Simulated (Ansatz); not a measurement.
Species: C$_{3}$H$_{2}$F$_{2}$, charge 0, singlet. C3H2F2 (1,3-difluoropropa-1,2-diene, SMILES C(F)=C=CF).
B3LYP-D3(BJ)/def2-TZVP minimum from Ansatz (a first-principles code):
```xyz
7

F      2.0983     0.6173    -0.5035
C      1.3080    -0.2150     0.2049
C      0.0279    -0.2993     0.0107
C     -1.2446    -0.4664    -0.1806
F     -2.1794     0.2539     0.4724
H      1.8690    -0.7808     0.9383
H     -1.6868    -1.1763    -0.8685
```

Total energies in hartree (Ansatz). Open shells are spin-unrestricted; no spin-orbit coupling. Cores are frozen in correlated methods. No relativity. Where a partner has so few electrons that a lower coupled-cluster level is exact, that level stands in. The restricted determinant of C3H2F2 (FC=C=CF, singlet) is unstable towards broken spin symmetry in at least one set run.

| species | HF/cc-pVTZ | CCSD(T)/cc-pVTZ | HF/cc-pVQZ | CCSD(T)/cc-pVQZ | CCSD(T)/cc-pVDZ | CCSDT(Q)/cc-pVDZ |
|---|---|---|---|---|---|---|
| 1: C3H2F2 (1,3-difluoropropa-1,2-diene, SMILES FC=C=CF) | -313.66541 | -314.68102 | -313.68964 | -314.77779 | -314.36509 | -314.36833 |
| 2: F (doublet) | -99.40552 | -99.62036 | -99.41377 | -99.65026 | -99.52757 | -99.52776 |
| 3: C (triplet) | -37.69157 | -37.78076 | -37.69331 | -37.78654 | -37.76038 | -37.76071 |
| 4: H (doublet) | -0.49981 | -0.49981 | -0.49995 | -0.49995 | -0.49928 | -0.49928 |

Task: Work out the atomisation energy (electronic, to ground-state atoms) in kJ/mol: take Hartree-Fock from cc-pVQZ, extrapolate the CCSD(T) correlation energy as X^-3 (X = 3, 4), and add CCSDT(Q) - CCSD(T) in cc-pVDZ. 1 hartree = 2625.5 kJ/mol.

Result: 
Species 1: correlation (64·(-1.08815) - 27·(-1.01561))/37 = -1.14108; step -0.00324; E1 = -313.68964 + (-1.14108) + (-0.00324) = -314.83396
Species 2: correlation (64·(-0.23649) - 27·(-0.21484))/37 = -0.25229; step -0.00019; E2 = -99.41377 + (-0.25229) + (-0.00019) = -99.66625
Species 3: correlation (64·(-0.09323) - 27·(-0.08919))/37 = -0.09618; step -0.00033; E3 = -37.69331 + (-0.09618) + (-0.00033) = -37.78982
Species 4: correlation (64·(0.00000) - 27·(0.00000))/37 = 0.00000; step +0.00000; E4 = -0.49995 + (0.00000) + (+0.00000) = -0.49995
-1·E1 +2·E2 +3·E3 +2·E4 = 1.13210 hartree = 2972.3 kJ/mol.
